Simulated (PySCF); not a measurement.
A geometry optimisation on H6O4SiSn.

Method: PBE0-D3(BJ)/def2-SVP geometry optimisation, gas phase, def2 core potentials past Kr (PySCF 2.14.0). Start geometry: GFN2-xTB. The input is one job of a driver script: a line of settings, then coordinates in Å.

Input:
```
{"job": {"xc": "PBE0", "basis": "def2-SVP", "d3": "d3bj", "grid": 1, "maxiter": 30, "shake": 0.03, "kind": "geom"}, "charge": 0, "multiplicity": 1}
Sn     0.877090     0.562450     0.179950
O      2.250080    -0.569730     0.004530
O      1.168730     2.237590    -0.745510
O      0.621980     0.928050     1.993350
O     -0.755510    -0.048240    -0.685380
Si    -1.848510    -1.206800    -0.454900
H      2.711940    -0.580950    -0.852180
H      0.537100     2.862800    -0.847020
H      0.952620     0.301860     2.634650
H     -2.470020    -1.114750     0.898320
H     -2.774120    -0.939530    -1.519960
H     -1.155900    -2.515490    -0.554870
```

Output:
```
step   0  E = -807.57438109  max force = 0.093714
step   1  E = -807.60536143  max force = 0.018613
step   2  E = -807.60801978  max force = 0.006362
step   3  E = -807.60881503  max force = 0.001633
step   4  E = -807.60889400  max force = 0.000866
step   5  E = -807.60898275  max force = 0.001224
step   6  E = -807.60910604  max force = 0.002241
step   7  E = -807.60936031  max force = 0.004498
step   8  E = -807.60961552  max force = 0.003606
step   9  E = -807.61002933  max force = 0.001071
step  10  E = -807.61006387  max force = 0.001047
step  11  E = -807.61011233  max force = 0.000469
step  12  E = -807.61014998  max force = 0.000438
step  13  E = -807.61016621  max force = 0.000418
step  14  E = -807.61018480  max force = 0.000415
step  15  E = -807.61020008  max force = 0.000377
step  16  E = -807.61021439  max force = 0.000460
step  17  E = -807.61022899  max force = 0.000595
step  18  E = -807.61023604  max force = 0.000383
optimisation converged
```

Energies in Eh; «max force» is the largest Cartesian gradient component in Eh/bohr.

Q: Give the first gradient maximum in eV/Å.

A: With 1 Eh/bohr = 51.422 eV/Å, 4.819 eV/Å.

Summary of the converged run: final energy -807.61024 Eh after 18 steps; dipole 1.01 D.

Q: Where do the atoms end?

A: 0.468 Å rms from the input after alignment:
```
atom  x, y, z in Å
Sn1    0.8996    0.5469    0.1315
O2     2.4652   -0.5385   -0.3413
O3     1.2090    2.3810   -0.4957
O4     0.6105    0.3464    2.0594
O5    -0.7606   -0.0250   -0.7307
Si6   -1.9683   -1.1059   -0.3566
H7     2.8965   -0.2023   -1.1370
H8     0.3877    2.7743   -0.8181
H9     1.4131    0.0559    2.5105
H10   -2.9240   -0.5225    0.6330
H11   -2.7052   -1.4213   -1.6155
H12   -1.4080   -2.3716    0.2114
```

On one thread of an Arm Neoverse V2, no GPU, shared host, this took 2.4 min and 0.52 GiB of memory at its peak.
Labels such as C1 count atoms from 1, the log's own numbers from 0.
